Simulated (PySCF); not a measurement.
SbBr2, SMILES [Br][Sb+][Br] (connectivity only; charge and spin as stated), charge +1, multiplicity 1. Geometry: r2SCAN-D4/def2-SVP. The multiplicity is an assumed one; other spin states were not compared. The isomer is the one that the SMILES or the coordinates give; other isomers of the formula were not compared. The def2 effective core potentials stand for the cores of Sb; spin–orbit coupling is left out.

The numbers are results of PySCF with r2SCAN-D4/def2-SVP, not measurements.

Harmonic wavenumbers (cm⁻¹): 92, 287, 291. Rotational constants (GHz): 3.081, 0.8815, 0.6854; symmetry number 2.

### Question
Work out the zero-point energy and the ideal-gas rigid-rotor harmonic-oscillator thermochemistry at 298.15 K and 1 atm.

### Answer
ZPE = ½ Σ hcν = ½ × 670 cm⁻¹ = 4.01 kJ/mol. H − E(el) = 18.17 kJ/mol. Entropy in J/(mol K): translation 179.09, rotation 117.81, vibration 27.53, total 324.44. G − E(el) = -78.56 kJ/mol. Cp = 55.62 J/(mol K). Modes under 150 cm⁻¹ make the vibrational entropy uncertain.
